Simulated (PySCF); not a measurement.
C4H7O, SMILES C[CH]C(C)=O, multiplicity 2. Atoms are numbered in the order given.

```xyz
12

C      0.0976    -2.0450     0.0000
C      0.6817    -0.6827     0.0000
C     -0.1457     0.5072     0.0000
C      0.5584     1.8542     0.0000
O     -1.3760     0.4282     0.0000
H     -0.9994    -1.9882     0.0000
H      0.4317    -2.6225    -0.8822
H      0.4317    -2.6225     0.8822
H      1.7710    -0.5650     0.0000
H      1.2052     1.9570     0.8870
H     -0.1903     2.6567     0.0000
H      1.2052     1.9570    -0.8870
```
Charge 0, spin multiplicity 2.

Geometry: B3LYP-D3(BJ)/def2-SVP. The isomer is the one that the SMILES or the coordinates give; other isomers of the formula were not compared. The values are those of a single conformer.

These are PBE/def2-TZVP (PySCF) values and carry that method's errors.

Isolated molecule, no solvent.

- total energy = -231.61279 hartree
- point group = Cs
- α spin, highest occupied and lowest empty level = -5.56 and -0.60 eV
- β spin, highest occupied and lowest empty level = -5.52 and -4.07 eV
- dipole moment = 2.95 D
- quadrupole, principal values (traceless, Buckingham form, about the centre of nuclear charge) = -4.95, 0.16, 4.78 D·Å
- mean static polarisability = 54.7 bohr³ (8.10 Å³)
- polarisability, principal values = 39.6, 55.3, 69.1 bohr³
- ⟨S²⟩ = 0.756 (pure state 0.75)
